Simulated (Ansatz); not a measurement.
System: BH2Se, charge 0, doublet. BH2Se (SMILES [Se]B, doublet).
B3LYP-D3(BJ)/def2-TZVP minimum from Ansatz (a quantum-chemistry and plane-wave program):
```xyz
4

B      0.4282    -0.0372    -1.4615
H     -0.3018    -0.5211    -2.2694
H      1.4852     0.4183    -1.7697
Se    -0.0978     0.0085     0.3337
```
Charge 0, spin multiplicity 2.

Total energies in hartree (Ansatz). Radicals and triplets start from unrestricted determinants; spin-orbit coupling is neglected. Correlated methods leave the cores frozen (noble-gas shells, and filled d and f shells in the p block). No relativity. Where a partner has so few electrons that a lower coupled-cluster level is exact, that level stands in.

| species | HF/cc-pVTZ | CCSD(T)/cc-pVTZ | HF/cc-pVQZ | CCSD(T)/cc-pVQZ | CCSDT(Q)/cc-pVTZ |
|---|---|---|---|---|---|
| 1: BH2Se (SMILES [Se]B, doublet) | -2425.74265 | -2426.01511 | -2425.74735 | -2426.03689 | -2426.01687 |
| 2: B (doublet) | -24.53207 | -24.59810 | -24.53297 | -24.60084 | -24.59852 |
| 3: H (doublet) | -0.49981 | -0.49981 | -0.49995 | -0.49995 | -0.49981 |
| 4: Se (triplet) | -2399.87209 | -2399.99441 | -2399.87500 | -2400.00700 | -2399.99510 |

**Question.** Work out the atomisation energy (electronic, to ground-state atoms) in kcal/mol: take Hartree-Fock from cc-pVQZ, extrapolate the CCSD(T) correlation energy as X^-3 (X = 3, 4), and add CCSDT(Q) - CCSD(T) in cc-pVTZ. 1 hartree = 627.51 kcal/mol.

**Answer.** 
Species 1: correlation (64·(-0.28954) - 27·(-0.27246))/37 = -0.30200; step -0.00176; E1 = -2425.74735 + (-0.30200) + (-0.00176) = -2426.05111
Species 2: correlation (64·(-0.06787) - 27·(-0.06603))/37 = -0.06921; step -0.00042; E2 = -24.53297 + (-0.06921) + (-0.00042) = -24.60260
Species 3: correlation (64·(0.00000) - 27·(0.00000))/37 = 0.00000; step +0.00000; E3 = -0.49995 + (0.00000) + (+0.00000) = -0.49995
Species 4: correlation (64·(-0.13200) - 27·(-0.12232))/37 = -0.13906; step -0.00069; E4 = -2399.87500 + (-0.13906) + (-0.00069) = -2400.01475
-1·E1 +1·E2 +2·E3 +1·E4 = 0.43386 hartree = 272.3 kcal/mol.
